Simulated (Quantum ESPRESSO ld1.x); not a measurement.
Values are calculated unless marked as measured or tabulated.
Q: The aim is the antimony ion Sb3+ in [Kr] 4d10 5s2. What will ld1.x (Quantum ESPRESSO 7.5) do with this input?

```
 &input
    zed=51.0,
    iswitch=1,
    rel=4,
    lsd=1,
    dft='PZ',
    config='[Kr] 4d10 5s2',
    prefix='ld1',
    max_out_wfc=37,
    file_charge='ld1.rho',
 /
```

A: Refused. The program stops in ld1_readin with "wrong rel": rel takes 0, 1 or 2.

Output (excerpt):

```
     Program LD1 v.7.5 starts

 %%%%%%%%%%%%%%%%%%%%%%%%%%%%%%%%%%%%%%%%%%%%%%%%%%%%%%%%%%%%%%%%%%%%%%%%%%%%%%
     Error in routine ld1_readin (1):
     wrong rel
 %%%%%%%%%%%%%%%%%%%%%%%%%%%%%%%%%%%%%%%%%%%%%%%%%%%%%%%%%%%%%%%%%%%%%%%%%%%%%%

     stopping ...
```

Run on one thread of a shared host, so times are rough (Intel(R) Xeon(R) Processor @ 2.60GHz): 0.46 s of CPU time, 0.58 s wall, peak memory 26 MiB.
